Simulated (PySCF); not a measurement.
# LDA on Pb⁺ (lead, charge +1)

Configuration: [Xe] 4f14 5d10 6s2 6p1, 2P determinant. Computed with PySCF 2.14 in def2-SVP with the def2 core potential (60 electrons), with scalar relativity through the core potential.

```json
{"Total energy": "-192.2988 hartree", "One-electron energy": "-329.5755 hartree", "Hartree (Coulomb) energy": "152.7815 hartree", "Exchange-correlation energy": "-15.5047 hartree", "⟨S²⟩": "0.7505", "⟨L²⟩": "2.003", "Sum of ⟨r⟩": "28.55 bohr", "Sum of ⟨r²⟩": "50.22 bohr²", "Traceless quadrupole moment −½Σ⟨3z² − r²⟩ along its main axis": "-4.06 e·bohr²", "Time after the integrals": "0.16 s of wall time on 1 thread of Neoverse-V2 (shared host)"}
```

| shell | electrons | mean orbital energy (hartree) | spread (hartree) | rms radius, mean of both spins (bohr) |
| --- | --- | --- | --- | --- |
| 5s α | 1 | -5.59539 | 0 | 0.919 |
| 5s β | 1 | -5.59332 | 0 | 0.919 |
| 5p α | 3 | -3.46792 | 0.01602 | 1.05 |
| 5p β | 3 | -3.46591 | 0.01903 | 1.05 |
| 5d α | 5 | -1.06078 | 0.01805 | 1.42 |
| 5d β | 5 | -1.05614 | 0.02316 | 1.42 |
| 6s α | 1 | -0.72638 | 0 | 2.38 |
| 6s β | 1 | -0.70820 | 0 | 2.38 |
| 6p α | 1 | -0.37861 | 0 | 3.24 |

Energies and moments cover only the electrons outside the core potential. Spin-orbit coupling, absent here, splits the open shell strongly.
